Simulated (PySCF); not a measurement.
Spectrum to structure. Theory: TDDFT PBE0/def2-SVPD, vertical, gas phase, core orbitals frozen in the response in PySCF. Geometries: PBE0-D3(BJ)/def2-SVP, one conformer each.

| state | E (eV) | f | main configurations (H = HOMO, L = LUMO) |
| --- | --- | --- | --- |
| S1 | 3.49 | 0.0005 | H→L (93%) |
| S2 | 4.59 | 0.054 | H-3→L (38%), H-1→L (33%), H-2→L (17%) |
| S3 | 4.90 | 0.166 | H-1→L (54%), H-2→L (30%) |
| S4 | 5.22 | 0.029 | H→L+2 (57%), H-2→L (17%), H→L+1 (17%) |
| S5 | 5.32 | 0.161 | H-3→L (48%), H-2→L (29%), H-1→L+1 (8%) |
| S6 | 5.76 | 0.0041 | H→L+1 (76%), H→L+2 (18%) |

**Question.** Which candidate is it? All have the formula C7H9NO.
A. `CCOc1cccnc1`
B. `C=CC(C=C)=NC(C)=O`
C. `COCC1=CC=CN=C1`

**Answer.** B. Its S1, at 3.49 eV, is the lowest among the candidates; the nearest of the others has S1 at 4.80 eV. S1 is HOMO→LUMO (93%). Löwdin shares by element: HOMO oxygen 52%, nitrogen 21%, carbon 14% or more; LUMO carbon 47% or more, nitrogen 21% (atoms not listed hold the other 32%). At the same level the other candidates give, for their lowest levels:
- `CCOc1cccnc1`: 4.80 eV (f 0.003); 5.07 eV (f 0.072); 5.49 eV (f 0.000); 5.98 eV (f 0.113); 6.47 eV (f 0.010); T1 3.94 eV; HOMO -6.79, LUMO -0.78 eV
- `COCc1cccnc1`: 4.89 eV (f 0.004); 5.16 eV (f 0.000); 5.46 eV (f 0.048); 6.08 eV (f 0.077); 6.28 eV (f 0.007); T1 4.14 eV; HOMO -7.27, LUMO -0.72 eV

The values belong to the conformer `[CH2:1]=[CH:2][C:3]([CH:4]=[CH2:5])=[N:6][C:7]([CH3:8])=[O:9]`: C1–C2–C3–C4 169°, C2–C3–C4–C5 -14°, C3–N6–C7–C8 -120°.
Triplets come from the Tamm–Dancoff approximation.
